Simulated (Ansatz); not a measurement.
A structure relaxed at PBE-D4/def2-SVP in Ansatz, charge 0, singlet:

```xyz
5

Ca   -0.093    1.578   -0.940
Ca   -2.393   -1.263   -0.382
Ca    1.151   -1.206    0.807
Te    2.513    0.379   -1.163
Te   -1.177    0.512    1.678
```

(1) Give its formula and point group.

(2) Summarise the bond lengths by kind (pairs closer than 1.2 times the sum of covalent radii, bridged metal pairs left out).

## Answers

(1) the cluster Ca₃Te₂. Point group Cs (tolerance 0.1 Å).

(2) 5 × Ca–Te 2.87 to 3.03 Å.

In the def2 sets Te takes a core potential; there is no spin–orbit coupling. The restricted singlet is unstable towards broken spin symmetry at other levels; at PBE-D4/def2-SVP this wasn't settled. Another isomer (singlet) lies 0.37 eV lower at PBE0-D4/def2-TZVP; other spin states weren't run for this one.
